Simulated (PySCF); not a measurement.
Excitations are Tamm–Dancoff values on a coarser integration grid. The basis has no diffuse functions, so Rydberg states are missing or too high.

Z-matrix (Å, degrees):
```
Si
H 1 1.4643
H 1 1.4643 2 117.39
H 1 1.4649 2 116.17 3 143.92
O 1 1.8410 2 99.37 4 110.34
H 5 0.9722 1 123.60 2 158.30
H 5 0.9722 6 111.01 1 -165.21
```
Charge +1, spin multiplicity 1.

Q: What HOMO–LUMO gap, HOMO, S1 oscillator strength, S1–T1 gap (TDA), S1 excitation (TDA), total energy, T1 excitation (TDA) and LUMO does ωB97X-D3(BJ)/def2-TZVP // B3LYP-D3(BJ)/def2-TZVP in PySCF 2.14.0 give?

A: 
```yaml
HOMO–LUMO gap: 13.68 eV
HOMO: -18.16 eV
S1 oscillator strength: 0.002
S1–T1 gap (TDA): 0.54 eV
S1 excitation (TDA): 7.85 eV
total_energy: -10001.13 eV
T1 excitation (TDA): 7.31 eV
LUMO: -4.48 eV
```
